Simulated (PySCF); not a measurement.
**P (phosphorus, neutral) across methods**

[Ne] 3s1 3p3 3d1, high-spin 6D determinant (an excited configuration). All numbers are calculated (PySCF 2.14, scalar relativity by spin-free X2C-1e, in aug-cc-pVDZ-DK).

| method | E (hartree) | mean ε 3s α (eV) | mean ε 3p α (eV) | mean ε 3d α (eV) | Σ⟨r²⟩ (bohr²) | ⟨S²⟩ |
| --- | --- | --- | --- | --- | --- | --- |
| B97-3 | -341.4711 | -20.150 | -10.079 | 1.132 | 35.60 | 8.750 |
| r2SCAN | -341.5156 | -18.820 | -9.205 | 1.865 | 35.38 | 8.750 |
| LC-wPBE | -341.4207 | -23.629 | -13.084 | -0.911 | 35.14 | 8.750 |
| UHF | -341.03137 | -26.641 | -13.977 | -0.741 | 35.45 | 8.750 |
| PBE0 | -341.4005 | -20.139 | -10.140 | 1.151 | 35.39 | 8.750 |
| LDA | -340.2285 | -17.768 | -8.732 | 1.948 | 35.71 | 8.750 |
| TPSS | -341.5417 | -18.022 | -8.772 | 1.900 | 35.46 | 8.750 |
| PBE | -341.3662 | -17.779 | -8.697 | 1.881 | 35.51 | 8.750 |

The outer electron is Rydberg-like, and this basis confines it to a smaller radius and binds it less than a complete one would.

The highest occupied level is positive at B97-3, r2SCAN, PBE0, LDA, TPSS, PBE: only the finite basis holds that electron, which in a density functional comes from self-interaction.
